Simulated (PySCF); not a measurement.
Delta-SCF ions had no search for a lower state. Excitations are Tamm–Dancoff values on a coarser integration grid. The basis has no diffuse functions, so Rydberg states are missing or too high.

Z-matrix (Å, degrees):
```
Al
O 1 1.6888
H 2 0.9555 1 122.50
O 1 1.6888 2 119.97 3 -179.83
H 4 0.9555 1 122.44 2 -0.05
O 1 1.6888 2 120.02 3 0.18
H 6 0.9555 1 122.45 2 -179.90
```
Charge 0, multiplicity 1.

Problem. Estimate the vertical ionisation energy (Delta-SCF), dipole moment, LUMO, S1–T1 gap (TDA) and HOMO–LUMO gap that PBE0-D4/def2-TZVP (PySCF) returns for this input.

Solution. 
```json
{
 "vertical ionisation energy (Delta-SCF)": "11.35 eV",
 "dipole_moment": "0.01 D",
 "LUMO": "-0.43 eV",
 "S1–T1 gap (TDA)": "0.33 eV",
 "HOMO–LUMO gap": "8.59 eV"
}
```
